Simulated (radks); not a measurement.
The numbers below are computed, except where a source is named.
Spherical quantum dot in the effective-mass picture: electrons in a well V = -V0 / (1 + exp((r - R)/a)) with V0 = 4.58, R = 6.02, a = 0.46, all in effective atomic units (hartree* = m*/eps^2 hartree, bohr* = eps/m* bohr), one dielectric constant everywhere. Level of theory: non-relativistic Kohn-Sham, exchange-only LDA, spin-polarised, spherical densities (a radial shooting solver with Libxc functionals). Levels are named by radial order and angular momentum (1s, 1p, 1d, 2s, ...), and open shells are averaged over m. Each electron was tried in the lowest free levels, single moves between levels near the top were tried too, and the lowest total energy was kept; such a search can miss a lower state. The series stops at N = 17: beyond it a trial failed or the search could not be trusted, so later rows were left out. At N = 1 the Hartree and exchange-correlation terms need not cancel, so that row can carry a self-interaction error.

N,open shells,2S,mu = E(N) - E(N-1) (hartree*),addition energy mu(N+1) - mu(N) (hartree*),e(HOMO) (hartree*),rms radius (bohr*)
1,"1s(up 1, down 0)",1,-4.3840,0.3080,-4.2698,2.965
2,none,0,-4.0759,0.3445,-3.9759,3.175
3,"1p(up 1, down 0)",1,-3.7314,0.2128,-3.6264,3.411
4,"1p(up 2, down 0)",2,-3.5186,0.2170,-3.4103,3.551
5,"1p(up 3, down 0)",3,-3.3016,0.2954,-3.1929,3.653
6,"1p(up 3, down 1)",2,-3.0062,0.1990,-2.9083,3.741
7,"1p(up 3, down 2)",1,-2.8072,0.2046,-2.7054,3.812
8,none,0,-2.6026,0.3562,-2.4996,3.874
9,"1d(up 1, down 0)",1,-2.2464,0.1994,-2.1468,3.943
10,"1d(up 2, down 0)",2,-2.0470,0.2000,-1.9470,4.003
11,"1d(up 3, down 0)",3,-1.8470,0.1999,-1.7470,4.055
12,"1d(up 4, down 0)",4,-1.6471,0.1996,-1.5472,4.102
13,"1d(up 5, down 0)",5,-1.4474,0.2674,-1.3478,4.145
14,"1d(up 5, down 1)",4,-1.1800,0.1915,-1.0845,4.185
15,"1d(up 5, down 2)",3,-0.98857,0.1924,-0.89249,4.222
16,"1d(up 5, down 3)",2,-0.79622,0.1927,-0.69990,4.256
17,"1d(up 5, down 4)",1,-0.60352,-,-0.50715,4.288

All shells are closed at N = 2, 8 (there: 1s2 1p6); the second difference of the energy has clear peaks (12 % above both neighbours; the first and last values, which can be the largest, are not judged, and half-filled shells can peak too) at N = 5, 8, 13.
